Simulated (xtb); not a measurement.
C5H6N, charge +2, doublet, at a GFN2-xTB geometry of the parent state (a state made from the parent by changing its charge; the spin is typed, not shown lowest); GFN2-xTB run with xtb.

The xtb input:
```
$ xtb mol.xyz --gfn 2 --chrg 2 --uhf 1 --json

# file mol.xyz
12

C      1.41504936    -0.01665054     0.02539966
C      0.72751000     1.19271376     0.01992081
C     -0.65278842     1.17994359    -0.00502080
N     -1.30896303     0.01540225    -0.02349544
C     -0.68012288    -1.16425955    -0.01890450
C      0.69949906    -1.20950502     0.00569351
H      2.49438439    -0.02935082     0.04477335
H      1.25634724     2.13261381     0.03481797
H     -1.23661585     2.08880967    -0.01034767
H     -2.32754940     0.02738771    -0.04177872
H     -1.28498279    -2.05913863    -0.03491417
H      1.20627489    -2.16159089     0.00938526
```

The log (banner, timings and long lists left out):

```
   ID    Z sym.   atoms
    1    6 C      1-3, 5, 6
    2    7 N      4
    3    1 H      7-12

           -------------------------------------------------
          |                Calculation Setup                |
           -------------------------------------------------

           -------------------------------------------------
          |                 G F N 2 - x T B                 |
           -------------------------------------------------

          ...................................................
          :                      SETUP                      :
          :.................................................:
          :  # basis functions                  30          :
          :  # atomic orbitals                  30          :
          :  # shells                           18          :
          :  # electrons                        29          :
          :  max. iterations                   250          :
          :  Hamiltonian                  GFN2-xTB          :
          :  restarted?                      false          :
          :  GBSA solvation                  false          :
          :  PC potential                    false          :
          :  electronic temp.          300.0000000     K    :
          :  accuracy                    1.0000000          :
          :  -> integral cutoff          0.2500000E+02      :
          :  -> integral neglect         0.1000000E-07      :
          :  -> SCF convergence          0.1000000E-05 Eh   :
          :  -> wf. convergence          0.1000000E-03 e    :
          :  Broyden damping             0.4000000          :
          :  net charge                          2          :
          :  unpaired electrons                  1          :
          ...................................................

 iter      E             dE          RMSdq      gap      omega  full diag
   1    -15.6268359 -0.156268E+02  0.583E+00    4.83       0.0  T
   2    -15.7434785 -0.116643E+00  0.409E+00    3.88       1.0  T
   3    -15.7544066 -0.109281E-01  0.373E+00    4.19       1.0  T
   4    -15.7716868 -0.172802E-01  0.169E+00    4.09       1.0  T
   5    -15.7737728 -0.208603E-02  0.152E+00    3.97       1.0  T
   6    -15.7934598 -0.196870E-01  0.572E-01    4.12       1.0  T
   7    -15.7934915 -0.317387E-04  0.431E-01    4.10       1.0  T
   8    -15.7938936 -0.402074E-03  0.263E-01    4.12       1.0  T
   9    -15.7939269 -0.332373E-04  0.246E-01    4.12       1.0  T
  10    -15.7941393 -0.212466E-03  0.967E-02    4.14       1.0  T
  11    -15.7941710 -0.316951E-04  0.256E-02    4.14       1.1  T
  12    -15.7941746 -0.359441E-05  0.837E-03    4.14       3.4  T
  13    -15.7941750 -0.372265E-06  0.259E-03    4.14      11.2  T
  14    -15.7941750 -0.347777E-07  0.173E-04    4.14     167.3  T
  15    -15.7941750  0.306063E-09  0.252E-04    4.14     114.5  T

   *** convergence criteria satisfied after 15 iterations ***

         :::::::::::::::::::::::::::::::::::::::::::::::::::::
         ::                     SUMMARY                     ::
         :::::::::::::::::::::::::::::::::::::::::::::::::::::
         :: total energy             -15.495648848733 Eh    ::
         :: gradient norm              0.048761735665 Eh/a0 ::
         :: HOMO-LUMO gap              4.142649977374 eV    ::
         ::.................................................::
         :: SCC energy               -15.794168521692 Eh    ::
         :: -> isotropic ES            0.403292960486 Eh    ::
         :: -> anisotropic ES         -0.043836709713 Eh    ::
         :: -> anisotropic XC          0.017084696526 Eh    ::
         :: -> dispersion             -0.005828850845 Eh    ::
         :: repulsion energy           0.298519672959 Eh    ::
         :: add. restraining           0.000000000000 Eh    ::
         :: total charge               2.000000000007 e     ::
         :::::::::::::::::::::::::::::::::::::::::::::::::::::

[...]
        20                         -0.2927620              -7.9665
        21                         -0.2526978              -6.8763
        22                         -0.2491954              -6.7810
        23                         -0.2426516              -6.6029
        24                         -0.2317872              -6.3073
        25                         -0.0660532              -1.7974
        26                         -0.0351759              -0.9572
       ...                                ...                  ...
        30                          0.2083630               5.6698
      -------------------------------------------------------------
                  HL-Gap            0.1522396 Eh            4.1426 eV
             Fermi-level           -0.8235031 Eh          -22.4087 eV

     #   Z          covCN         q      C6AA      α(0)
     1   6 C        2.924     0.070    26.439     8.432
     2   6 C        2.915     0.045    26.986     8.518
     3   6 C        2.868     0.081    26.194     8.390
     4   7 N        2.704     0.096    19.580     6.572
     5   6 C        2.868     0.081    26.194     8.390
     6   6 C        2.915     0.045    26.986     8.518
     7   1 H        0.926     0.271     0.801     1.400
     8   1 H        0.926     0.256     0.856     1.447
     9   1 H        0.926     0.239     0.921     1.501
    10   1 H        0.860     0.322     0.652     1.264
    11   1 H        0.926     0.239     0.921     1.501
    12   1 H        0.926     0.256     0.856     1.447

 Mol. C6AA /au·bohr⁶  :       1270.286481
 Mol. C8AA /au·bohr⁸  :      31783.580784
 Mol. α(0) /au        :         57.380698

Wiberg/Mayer (AO) data.
largest (>0.10) Wiberg bond orders for each atom

 ---------------------------------------------------------------------------
     #   Z sym  total        # sym  WBO       # sym  WBO       # sym  WBO
 ---------------------------------------------------------------------------
     1   6 C    3.798 --     2 C    1.407     6 C    1.407     7 H    0.782
                             4 N    0.102
     2   6 C    3.816 --     3 C    1.420     1 C    1.407     8 H    0.811
                             5 C    0.112
     3   6 C    3.848 --     2 C    1.420     4 N    1.359     9 H    0.854
                             6 C    0.112
     4   7 N    3.707 --     5 C    1.359     3 C    1.359    10 H    0.844
                             1 C    0.102
     5   6 C    3.848 --     6 C    1.420     4 N    1.359    11 H    0.854
                             2 C    0.112
     6   6 C    3.816 --     5 C    1.420     1 C    1.407    12 H    0.811
                             3 C    0.112
     7   1 H    0.832 --     1 C    0.782
     8   1 H    0.855 --     2 C    0.811
     9   1 H    0.893 --     3 C    0.854
    10   1 H    0.876 --     4 N    0.844
    11   1 H    0.893 --     5 C    0.854
    12   1 H    0.855 --     6 C    0.811
 ---------------------------------------------------------------------------

Topologies differ in total number of bonds
Writing topology from bond orders to xtbtopo.mol

molecular dipole:
                 x           y           z       tot (Debye)
 q only:       -0.222       0.003      -0.004
   full:       -0.294       0.003      -0.005       0.748
molecular quadrupole (traceless):
                xx          xy          yy          xz          yz          zz
 q only:       10.728      -0.042       7.392       0.520       0.145     -18.120
  q+dip:       13.599      -0.066       8.229       0.638       0.171     -21.828
   full:       11.842      -0.061       6.856       0.550       0.145     -18.698

           -------------------------------------------------
          | TOTAL ENERGY              -15.495648848733 Eh   |
          | GRADIENT NORM               0.048761735665 Eh/α |
          | HOMO-LUMO GAP               4.142649977374 eV   |
           -------------------------------------------------

normal termination of xtb
```
